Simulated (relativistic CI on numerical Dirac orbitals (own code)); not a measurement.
Level scheme of Nd XLII

These numbers are calculated, not measured: Dirac-Coulomb-Breit CI, separate exchange-only KLI orbitals for each configuration, QED by a radiative potential, unscaled Slater integrals (own radial code, finite nucleus).

Configuration list (outside the closed core [Ne]): 3s2 3p6 3d, 3s2 3p5 3d2, 3s 3p6 3d2, 3s2 3p6 4s, 3s2 3p6 4p, 3s2 3p6 4d, 3s2 3p5 3d 4s, 3s2 3p6 4f, 3s2 3p5 3d 4p, 3p6 3d3, 3p5 3d4, 3p5 3d3 4s. Double excitations out of closed p, d and f shells are left out; levels of such configurations are missing from the list, as are those of other unlisted configurations, and high levels can miss mixing partners. These lack a partner that the ground configuration has and come out too high: 3s2 3p5 3d 4p.

The lowest level is 3s2 3p6 3d 2D_3/2, with 100 % of that term; Hund's rules for 3s2 3p6 3d give 2D with J = 3/2, in agreement.

| No. | Configuration | Term | J | E (eV) | % | Next component (%) | Landé g |
| --- | --- | --- | --- | --- | --- | --- | --- |
| 1 | 3s2 3p6 3d | 2D | 3/2 | 0.00 | 100 |  | 0.792 |
| 2 | 3s2 3p6 3d | 2D | 5/2 | 28.37 | 100 |  | 1.193 |
| 3 | 3p5 3d2(3F) | 4D° | 1/2 | 189.87 | 89 | 10 2P° | 0.087 |
| 4 | 3p5 3d2(3F) | 4D° | 3/2 | 190.50 | 50 | 23 4F° | 0.992 |
| 5 | 3p5 3d2(3F) | 4F° | 5/2 | 195.89 | 38 | 20 2D° | 1.023 |
| 6 | 3p5 3d2(3F) | 4G° | 7/2 | 198.92 | 36 | 32 2G° | 1.012 |
| 7 | 3p5 3d2(3P) | 4P° | 3/2 | 213.55 | 33 | 22 2P° | 1.363 |
| 8 | 3p5 3d2(3F) | 4D° | 5/2 | 215.24 | 50 | 21 2F° | 1.261 |
| 9 | 3p5 3d2(3F) | 4G° | 9/2 | 219.26 | 72 | 16 2G° | 1.174 |
| 10 | 3p5 3d2(3P) | 4D° | 7/2 | 220.44 | 43 | 40 4F° | 1.277 |
| 11 | 3p5 3d2(3F) | 4D° | 3/2 | 223.64 | 39 | 36 2D° | 1.060 |
| 12 | 3p5 3d2(3P) | 4P° | 5/2 | 225.38 | 46 | 29 2F° | 1.248 |
| 13 | 3p5 3d2(3F) | 4G° | 11/2 | 226.84 | 51 | 49 2H° | 1.176 |
| 14 | 3p5 3d2(3F) | 2G° | 7/2 | 228.49 | 42 | 32 2F° | 1.081 |
| 15 | 3p5 3d2(3P) | 4P° | 1/2 | 233.16 | 36 | 28 2P° | 1.644 |
| 16 | 3p5 3d2(1D) | 2F° | 7/2 | 236.42 | 42 | 31 4D° | 1.173 |
| 17 | 3p5 3d2(3P) | 4D° | 5/2 | 238.15 | 43 | 40 2D° | 1.231 |
| 18 | 3p5 3d2(1G) | 2G° | 9/2 | 239.74 | 50 | 35 4F° | 1.156 |
| 19 | 3p5 3d2(3P) | 2D° | 3/2 | 240.35 | 31 | 28 4S° | 1.357 |
| 20 | 3p5 3d2(1G) | 2H° | 11/2 | 249.71 | 51 | 49 4G° | 1.173 |
| 21 | 3p5 3d2(3P) | 2D° | 3/2 | 252.83 | 39 | 30 4F° | 0.853 |
| 22 | 3p5 3d2(1D) | 2D° | 5/2 | 253.68 | 53 | 18 4P° | 1.206 |
| 23 | 3p5 3d2(1G) | 2G° | 9/2 | 258.36 | 52 | 29 4F° | 1.132 |
| 24 | 3p5 3d2(1D) | 2F° | 7/2 | 258.98 | 52 | 37 4D° | 1.222 |
| 25 | 3p5 3d2(1G) | 2F° | 5/2 | 260.22 | 78 | 15 4G° | 0.840 |
| 26 | 3p5 3d2(1D) | 2P° | 1/2 | 261.47 | 67 | 17 4P° | 1.076 |
| 27 | 3p5 3d2(3P) | 2P° | 1/2 | 269.48 | 53 | 25 4D° | 0.791 |
| 28 | 3p5 3d2(1G) | 2G° | 7/2 | 277.66 | 36 | 34 2F° | 1.125 |
| 29 | 3p5 3d2(1S) | 2P° | 3/2 | 283.04 | 52 | 27 2D° | 1.263 |
| 30 | 3p5 3d2(3F) | 2D° | 5/2 | 287.83 | 39 | 23 4D° | 1.160 |
| 31 | 3p5 3d2(1S) | 2P° | 3/2 | 291.73 | 53 | 15 4D° | 1.375 |
| 32 | 3p5 3d2(3F) | 2F° | 5/2 | 325.81 | 49 | 43 4G° | 0.755 |
| 33 | 3p5 3d2(3F) | 4G° | 7/2 | 346.12 | 46 | 25 2G° | 1.015 |
| 34 | 3p5 3d2(3F) | 2D° | 5/2 | 349.18 | 31 | 18 2F° | 1.054 |
| 35 | 3p5 3d2(3P) | 4D° | 3/2 | 352.44 | 36 | 34 2D° | 1.036 |
| 36 | 3p5 3d2(3P) | 4P° | 1/2 | 355.27 | 39 | 32 4D° | 1.619 |
| 37 | 3p5 3d2(1G) | 2H° | 9/2 | 356.38 | 40 | 39 2G° | 1.053 |
| 38 | 3p5 3d2(3P) | 2P° | 1/2 | 358.63 | 57 | 27 4D° | 0.734 |
| 39 | 3p5 3d2(3F) | 2D° | 3/2 | 365.69 | 67 | 11 4F° | 0.882 |
| 40 | 3p5 3d2(3F) | 4D° | 7/2 | 373.90 | 44 | 37 2F° | 1.276 |
| 41 | 3p5 3d2(3F) | 2G° | 9/2 | 382.97 | 43 | 28 2H° | 1.086 |
| 42 | 3p5 3d2(1D) | 2P° | 3/2 | 383.93 | 34 | 31 2D° | 1.228 |
| 43 | 3p5 3d2(3F) | 2D° | 5/2 | 384.31 | 58 | 17 2F° | 1.143 |
| 44 | 3p5 3d2(1G) | 2F° | 7/2 | 384.46 | 60 | 36 2G° | 1.041 |
| 45 | 3p5 3d2(3P) | 2D° | 5/2 | 387.85 | 36 | 35 2F° | 1.111 |
| 46 | 3p5 3d2(3P) | 2P° | 3/2 | 390.10 | 60 | 19 4S° | 1.448 |
| 47 | 3p5 3d2(1S) | 2P° | 1/2 | 407.18 | 85 | 11 4D° | 0.658 |
| 48 | 3s 3d2(3F) | 4F | 3/2 | 480.63 | 85 | 14 2D | 0.457 |
| 49 | 3s 3d2(3F) | 4F | 5/2 | 486.91 | 65 | 17 2D | 1.042 |
| 50 | 3s 3d2(3P) | 4P | 1/2 | 501.20 | 76 | 18 2S | 2.419 |
| 51 | 3s 3d2(3F) | 4F | 7/2 | 507.09 | 94 | 5 2F | 1.221 |
| 52 | 3s 3d2(3P) | 4P | 5/2 | 513.18 | 34 | 29 4F | 1.241 |
| 53 | 3s 3d2(3P) | 4P | 3/2 | 516.47 | 89 | 8 2D | 1.608 |
| 54 | 3s 3d2(3F) | 4F | 9/2 | 518.04 | 63 | 37 2G | 1.244 |
| 55 | 3s 3d2(3F) | 2F | 5/2 | 523.40 | 65 | 29 4P | 1.077 |
| 56 | 3s 3d2(1D) | 2D | 3/2 | 527.33 | 51 | 30 2P | 0.991 |
| 57 | 3s 3d2(1G) | 2G | 7/2 | 527.80 | 76 | 24 2F | 0.943 |
| 58 | 3s 3d2(3P) | 2P | 1/2 | 534.70 | 79 | 14 4P | 1.030 |
| 59 | 3s 3d2(1G) | 2G | 9/2 | 541.69 | 63 | 37 4F | 1.186 |
| 60 | 3s 3d2(1D) | 2D | 5/2 | 548.33 | 55 | 34 4P | 1.296 |
| 61 | 3s 3d2(3F) | 2F | 7/2 | 553.87 | 71 | 22 2G | 1.085 |
| 62 | 3s 3d2(3P) | 2P | 3/2 | 559.19 | 69 | 26 2D | 1.182 |
| 63 | 3s 3d2(1S) | 2S | 1/2 | 572.37 | 76 | 15 2P | 1.863 |
| 64 | 3p6 3d3 | 4F | 3/2 | 987.75 | 58 | 32 2D | 0.632 |
| 65 | 3p6 3d3 | 4F | 5/2 | 1008.80 | 88 | 11 2D | 1.044 |
| 66 | 3p6 3d3 | 4P | 3/2 | 1015.33 | 41 | 30 2P | 1.239 |
| 67 | 3p6 3d3 | 4F | 7/2 | 1016.22 | 48 | 41 2G | 1.078 |
| 68 | 3p6 3d3 | 2G | 9/2 | 1017.26 | 43 | 38 2H | 1.068 |
| 69 | 3p6 3d3 | 4P | 1/2 | 1019.39 | 63 | 37 2P | 1.917 |
| 70 | 3p6 3d3 | 4P | 5/2 | 1034.40 | 60 | 25 2D | 1.386 |

Energies count from the lowest computed level; ° marks odd parity. Percentages are summed over parent terms; the parents shown are those of the largest component, closed shells are left out there.

The mean weight of the leading LS term, summed over parents, in these 70 levels is 56 %, and that of the leading jj configuration (from the same eigenvectors) 91 %, so jj coupling describes them better and the LS labels are nominal.

At this charge energies of transitions that change n are usually good to better than 1 %, and those within a shell (Δn = 0) to a few per cent.

LS names give the leading component of a level, which can be under half, so a name can repeat, a term be missing and a line seem to break the LS rules.
